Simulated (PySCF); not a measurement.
C₂H₆, charge +1, doublet, at a GFN2-xTB geometry (a state made from the parent by changing its charge; the spin is typed, not shown lowest); DF-B3LYP/def2-TZVP run with PySCF.

Here is a job for PySCF.
```python
from pyscf import gto, scf, dft

mol = gto.Mole()
mol.atom = '''
    C    -0.718749    0.136340   -0.025103
    C     0.718749   -0.136340    0.025103
    H    -1.256104   -0.586564   -0.677107
    H    -0.972354    1.161056   -0.292177
    H    -1.231874   -0.165888    0.913944
    H     0.972354   -1.161056    0.292177
    H     1.256104    0.586564    0.677107
    H     1.231874    0.165888   -0.913944
'''
mol.basis = 'def2-tzvp'
mol.charge = 1
mol.spin = 1
mol.verbose = 4
mol.build()

mf = dft.UKS(mol)
mf.xc = 'b3lyp'
mf = mf.density_fit(auxbasis='def2-universal-jkfit')
mf.kernel()
mf.analyze()
```

It wrote (shortened):

```
PySCF version 2.14.0

[INPUT] verbose = 4
[INPUT] num. atoms = 8
[INPUT] num. electrons = 17
[INPUT] charge = 1
[INPUT] spin (= nelec alpha-beta = 2S) = 1
[INPUT] symmetry False subgroup None
[INPUT] Mole.unit = angstrom
[INPUT] Symbol           X                Y                Z      unit          X                Y                Z       unit  Magmom
[...]
nuclear repulsion = 42.715828706279
number of shells = 46
number of NR pGTOs = 140
number of NR cGTOs = 98
basis = def2-tzvp
ecp = {}

******** <class 'pyscf.df.df_jk.DFUKS'> ********
method = DFUKS
initial guess = minao
damping factor = 0
level_shift factor = 0
DIIS = <class 'pyscf.scf.diis.CDIIS'>
diis_start_cycle = 1
diis_space = 8
diis_damp = 0
SCF conv_tol = 1e-09
SCF conv_tol_grad = None
SCF max_cycles = 50
direct_scf = False
number electrons alpha = 9  beta = 8
XC library pyscf.dft.libxc version 7.1.2
    S. Lehtola, C. Steigemann, M. J. T. Oliveira, and M. A. L. Marques,  SoftwareX 7, 1–5 (2018)
XC functionals = b3lyp
    P. J. Stephens, F. J. Devlin, C. F. Chabalowski, and M. J. Frisch,  J. Phys. Chem. 98, 11623 (1994)
radial grids:
    Treutler-Ahlrichs [JCP 102, 346 (1995); DOI:10.1063/1.469408] (M4) radial grids

becke partition: Becke, JCP 88, 2547 (1988); DOI:10.1063/1.454033
pruning grids: <function nwchem_prune>
grids dens level: 3
symmetrized grids: False
atomic radii adjust function: <function treutler_atomic_radii_adjust>
small_rho_cutoff = 0
Set gradient conv threshold to 3.16228e-05
tot grids = 87088
******** <class 'pyscf.df.df.DF'> ********
auxbasis = def2-universal-jkfit
init E= -79.7522469533417

cycle= 1 E= -79.4266530605804  delta_E= 0.326  |g|= 0.12  |ddm|= 1.21
cycle= 2 E= -79.4336794474685  delta_E= -0.00703  |g|= 0.0591  |ddm|= 0.159
cycle= 3 E= -79.4350547257319  delta_E= -0.00138  |g|= 0.0274  |ddm|= 0.0475
cycle= 4 E= -79.4354406301376  delta_E= -0.000386  |g|= 0.00347  |ddm|= 0.0178
cycle= 5 E= -79.4354490208797  delta_E= -8.39e-06  |g|= 0.000688  |ddm|= 0.0031
cycle= 6 E= -79.4354495386199  delta_E= -5.18e-07  |g|= 0.000128  |ddm|= 0.000933
cycle= 7 E= -79.4354495603902  delta_E= -2.18e-08  |g|= 1.96e-05  |ddm|= 0.000201
cycle= 8 E= -79.4354495608887  delta_E= -4.98e-10  |g|= 3.21e-06  |ddm|= 2.92e-05
Extra cycle  E= -79.4354495608996  delta_E= -1.09e-11  |g|= 1.24e-06  |ddm|= 3.88e-06
converged SCF energy = -79.4354495608996  <S^2> = 0.75383926  2S+1 = 2.0038356
**** SCF Summaries ****
Total Energy =                         -79.435449560899571
[...]
spin_pop of  1 C 4f+2      0.00002
spin_pop of  1 C 4f+3      0.00003
spin_pop of  2 H 1s        0.13972
spin_pop of  2 H 2s        0.00146
spin_pop of  2 H 3s        0.00060
spin_pop of  2 H 2px       0.00012
spin_pop of  2 H 2py       0.00023
spin_pop of  2 H 2pz      -0.00003
spin_pop of  3 H 1s       -0.00663
spin_pop of  3 H 2s       -0.00001
spin_pop of  3 H 3s        0.00003
spin_pop of  3 H 2px      -0.00000
spin_pop of  3 H 2py       0.00000
spin_pop of  3 H 2pz       0.00000
spin_pop of  4 H 1s        0.13972
spin_pop of  4 H 2s        0.00146
spin_pop of  4 H 3s        0.00060
spin_pop of  4 H 2px       0.00011
spin_pop of  4 H 2py       0.00009
spin_pop of  4 H 2pz       0.00012
spin_pop of  5 H 1s       -0.00663
spin_pop of  5 H 2s       -0.00001
spin_pop of  5 H 3s        0.00003
spin_pop of  5 H 2px      -0.00000
spin_pop of  5 H 2py       0.00000
spin_pop of  5 H 2pz       0.00000
spin_pop of  6 H 1s        0.13972
spin_pop of  6 H 2s        0.00146
spin_pop of  6 H 3s        0.00060
spin_pop of  6 H 2px       0.00012
spin_pop of  6 H 2py       0.00023
spin_pop of  6 H 2pz      -0.00003
spin_pop of  7 H 1s        0.13972
spin_pop of  7 H 2s        0.00146
spin_pop of  7 H 3s        0.00060
spin_pop of  7 H 2px       0.00011
spin_pop of  7 H 2py       0.00009
spin_pop of  7 H 2pz       0.00012
 ** Mulliken Spin Density (per atom)  **
spin density of  0 C =      0.22241
spin density of  1 C =      0.22241
spin density of  2 H =      0.14210
spin density of  3 H =     -0.00661
spin density of  4 H =      0.14210
spin density of  5 H =     -0.00661
spin density of  6 H =      0.14210
spin density of  7 H =      0.14210
 ** Mulliken pop alpha/beta on meta-lowdin orthogonal AOs **
 ** Mulliken pop       alpha | beta **
In total             9.00000 | 8.00000
 ** Mulliken atomic charges   ( Nelec_alpha | Nelec_beta ) **
charge of  0C =     -0.22333  (     3.22287      3.00046 )
charge of  1C =     -0.22333  (     3.22287      3.00046 )
charge of  2H =      0.26965  (     0.43623      0.29412 )
charge of  3H =      0.18403  (     0.40468      0.41129 )
charge of  4H =      0.26965  (     0.43623      0.29412 )
charge of  5H =      0.18403  (     0.40468      0.41129 )
charge of  6H =      0.26965  (     0.43623      0.29412 )
charge of  7H =      0.26965  (     0.43623      0.29412 )

WARN: System has nonzero charge 1; the dipole moment is origin-dependent.
Location of origin: [0. 0. 0.]

Dipole moment(X, Y, Z, Debye): -0.00000, -0.00000,  0.00000
```
